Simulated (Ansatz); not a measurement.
The cluster Cs3⁻ was relaxed with PBE (def2-TZVPD) in Ansatz in these states: charge -1 quintet, charge -1 singlet, charge -1 triplet. The geometries follow in no particular order.

In the def2 sets Cs takes a core potential; there is no spin–orbit coupling.

A:

Cartesian coordinates in Å:
```
Cs 0.004 -0.007 -0.003
Cs 4.011 1.129 2.955
Cs -4.015 -1.122 -2.951
```

B:

```xyz
3

Cs    0.007    0.004    0.005
Cs   -0.416    4.384   -3.120
Cs    0.409   -4.388    3.115
```

C:

```csv
atom,x (Å),y (Å),z (Å)
Cs1,0.010,-0.007,0.008
Cs2,-2.797,-4.860,-0.863
Cs3,2.787,4.867,0.855
```

Problem. Judge from the bond lengths which geometry belongs to which state (an estimate).

Solution. A is the charge -1 singlet (Cs1–Cs3 5.108 Å, Cs1–Cs2 5.108 Å); B is the charge -1 triplet (Cs1–Cs3 5.397 Å, Cs1–Cs2 5.397 Å); C is the charge -1 quintet (Cs1–Cs3 5.673 Å, Cs1–Cs2 5.673 Å).

At PBE/def2-TZVPD the highest occupied level of the charge -1 singlet lies above zero (up to 0.10 eV). By energy differences its removal costs 0.89 eV (vertical, to the charge 0 doublet, at PBE/def2-TZVPD); a positive level beside a positive removal energy at the same level points to self-interaction error. At PBE/def2-TZVPD the highest occupied level of the charge -1 triplet lies above zero (up to 0.30 eV). It is a level of α spin, whose loss leaves a doublet; that state wasn't run at this geometry and level. The electron is either unbound and held by the finite basis, or the level is raised by self-interaction error. At PBE/def2-TZVPD the highest occupied level of the charge -1 quintet lies above zero (up to 0.53 eV). It is a level of α spin, whose loss leaves a quartet; that state wasn't run at this geometry and level. The electron is either unbound and held by the finite basis, or the level is raised by self-interaction error. At PBE/def2-TZVPD the gap within one spin of the charge -1 quintet nearly closes, so an electron or hole may be smeared out by delocalisation error. At PBE0/def2-TZVPD a broken-symmetry singlet lies 0.31 eV below the charge -1 triplet. At PBE0/def2-TZVPD a broken-symmetry singlet lies 1.06 eV below the charge -1 quintet. These are the stationary points nearest to one start from a short search; other shapes may lie lower in each state.
